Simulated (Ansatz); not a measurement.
Reaction (formal exchange of groups at the Si–Ga bond): `N[SiH2][GaH2]` + `C[SiH](N)Cl` → `N[SiH2]C[SiH](N)Cl` + `[GaH3]`

Gas-phase electronic energies from Ansatz, PBE0-D4/def2-TZVP geometries. CBS: MP2 limit from def2 TZ/QZ plus the TZ coupled-cluster correction, frozen cores. Functionals use def2-TZVPP. B3LYP here is the variant with VWN-RPA as its local correlation; programs differ in this. For Ga outer-core shells are correlated without core-valence functions, which leaves a few kJ/mol of doubt a bond. Scalar relativity is left out up to krypton. Each species was taken in one conformer, which may not be the lowest.

`N[SiH2][GaH2]`:

Cartesian coordinates in Å:
```
N -0.934 -1.299 0.458
Si 0.477 -0.307 0.546
Ga 0.352 1.406 -1.145
H -1.827 -0.870 0.278
H -1.037 -2.094 1.069
H 1.664 -1.187 0.347
H 0.707 0.357 1.874
H -1.021 1.771 -1.831
H 1.620 2.223 -1.596
```

`C[SiH](N)Cl`:

Cartesian coordinates in Å:
```
C 1.251 -0.613 0.214
Si -0.121 0.446 -0.443
N -1.435 0.438 0.645
Cl -0.593 -0.283 -2.335
H 2.091 -0.629 -0.483
H 1.599 -0.231 1.177
H 0.911 -1.642 0.351
H 0.262 1.858 -0.663
H -1.774 -0.434 1.019
H -2.192 1.090 0.517
```

`N[SiH2]C[SiH](N)Cl`:

```xyz
15

N    -0.388   -0.871    1.598
Si   -1.412   -0.859    0.198
C    -0.527   -0.079   -1.260
Si    0.787    1.135   -0.779
N     2.084    0.305   -0.060
Cl   -0.147    2.512    0.495
H    -0.300   -0.006    2.115
H    -0.500   -1.642    2.239
H    -1.721   -2.287   -0.080
H    -2.695   -0.130    0.404
H    -0.044   -0.858   -1.859
H    -1.269    0.421   -1.891
H     1.315    1.961   -1.888
H     2.962    0.766    0.111
H     1.854   -0.367    0.659
```

`[GaH3]`:

Cartesian coordinates in Å:
```
Ga 0.000 0.000 0.001
H 0.415 1.482 -0.304
H 1.054 -1.153 -0.137
H -1.469 -0.328 0.441
```

Problem. Is it downhill or uphill in electronic energy at CCSD(T)/CBS, and by how much? (Estimate.)

Solution. The calculation gave: Downhill: ΔE = -8.3 kJ/mol.

Problem. What do these levels give: PBE-D4, r2SCAN-D4, PBE0-D4, B3LYP-D4, ωB97M-V, PBE, r2SCAN, SCS-MP2/def2-TZVPP, CCSD/def2-TZVPP, MP2/def2-QZVPP, SCS-MP2/def2-QZVPP, CCSD/CBS(def2)? (An estimate is asked.)

Solution. Computed: PBE-D4 -1.3, r2SCAN-D4 -7.7, PBE0-D4 -5.1, B3LYP-D4 -8.4, ωB97M-V -15.6, PBE 8.4, r2SCAN -4.8, SCS-MP2/def2-TZVPP -13.3, CCSD/def2-TZVPP -8.1, MP2/def2-QZVPP -16.0, SCS-MP2/def2-QZVPP -12.3, CCSD/CBS(def2) -5.7 kJ/mol.

Largest T1 diagnostic among the species: 0.013.

In def2-TZVPP, CCSD(T) changes the Hartree–Fock value by −9.5 kJ/mol (the triples alone add −2.5 kJ/mol) and MP2 by −16.1 kJ/mol. The D4 term adds −15.2 kJ/mol with B3LYP and −8.7 kJ/mol with PBE0; it sums over pairs of atoms, weighted by their polarisabilities, and B3LYP, whose exchange is more repulsive, gets the larger term.
